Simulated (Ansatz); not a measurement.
H3Ga, quintet, geometry from GFN2-xTB of the parent state (such geometries of metal compounds can be far from the true shape) (a higher spin typed on purpose: for a closed-shell molecule this is an excited state); SVWN5/STO-3G in Ansatz (an electronic-structure program).

The Ansatz input:
Ansatz 0.2 input:
```yaml
crystal:
  periodic: [false, false, false]
  atoms:
    - {symbol: Ga, position_ang: [0.00000000, -0.00000000, 0.00000000]}
    - {symbol: H, position_ang: [0.66218224, -0.42756453, 1.35383279]}
    - {symbol: H, position_ang: [-0.30059287, 1.51137788, -0.28202977]}
    - {symbol: H, position_ang: [-0.36158937, -1.08381336, -1.07180302]}
basis:
  gaussian:
    orbitals: STO-3G
hamiltonian:
  xc: {name: SVWN5}
magnetization: {spin_polarized: false, initial_magnetization: 4}
```

Problem. What does Ansatz print? Leave out banner, timings and long lists.

Solution. 
```
Functional definition: SVWN5
213 factors; integrals over basis functions are off by at most 6.6e-5 eV
mean field evaluation 1: about -51271.8545 eV, gradient 2.0e2 eV
mean field evaluation 2: about -51271.7522 eV, gradient 2.0e2 eV
mean field evaluation 4: about -51624.2950 eV, gradient 1.2e2 eV
mean field evaluation 8: about -51708.6886 eV, gradient 1.7e1 eV
mean field evaluation 16: about -51710.9465 eV, gradient 7.8e-2 eV
mean field evaluation 32: about -51711.0262 eV, gradient 4.9e-2 eV
mean field evaluation 64: about -51709.6520 eV, gradient 6.8e-2 eV
mean field evaluation 96: about -51711.0261 eV, gradient 1.0e-1 eV
mean field evaluation 128: about -51403.7272 eV, gradient 3.0e2 eV
mean field evaluation 160: about -51709.9555 eV, gradient 2.0e0 eV
mean field evaluation 192: about -51696.1345 eV, gradient 2.9e1 eV
mean field evaluation 224: about -51710.9527 eV, gradient 1.9e0 eV
mean field evaluation 256: about -51710.9455 eV, gradient 3.0e-1 eV
mean field evaluation 288: about -51710.1526 eV, gradient 2.4e0 eV
mean field evaluation 320: about -51710.8966 eV, gradient 3.1e0 eV
mean field evaluation 352: about -51707.7756 eV, gradient 1.6e1 eV
mean field evaluation 384: about -51710.9607 eV, gradient 9.8e-1 eV
mean field evaluation 416: about -51710.9486 eV, gradient 5.8e-1 eV
mean field evaluation 448: about -51626.5849 eV, gradient 7.0e1 eV
mean field evaluation 480: about -51644.0508 eV, gradient 3.9e1 eV
mean field -51711.02633315 eV, -1900.3451667506 hartree, gradient 2.4e-6 eV, S^2 6.000000; 33 other end points of the search recorded, 0 dependent functions left out
reference -51711.02634817 eV, -1900.3451673026 hartree; 19, 15 occupied and 2, 6 virtual orbitals, 213 factors
Total energy: -51711.02634817 eV, -1900.3451673026 hartree
```
